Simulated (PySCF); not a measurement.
Delta-SCF ions had no search for a lower state. 

CH₂NOSi, SMILES `[C-]#[N+][SiH2][O-]` (charge -1, multiplicity 1)

These are CAM-B3LYP-D3(BJ)/def2-TZVPD (PySCF) values and carry that method's errors.

| Item | Value |
|---|---|
| HOMO | -3.63 eV |
| vertical detachment energy (Delta-SCF) | 4.49 eV |
| total energy | -458.8884 Ha |
| cost | roughly 60 core-seconds |

Bonds (Å): C1–N2 1.160, N2–Si3 1.826, Si3–O4 1.543, Si3–H5 1.501, Si3–H6 1.501. Bond angles (°): C1–N2–Si3 179.9, N2–Si3–O4 114.7, N2–Si3–H5 98.6, N2–Si3–H6 98.6, O4–Si3–H5 118.4, O4–Si3–H6 118.4, H5–Si3–H6 104.8.
Charge -1, spin multiplicity 1.
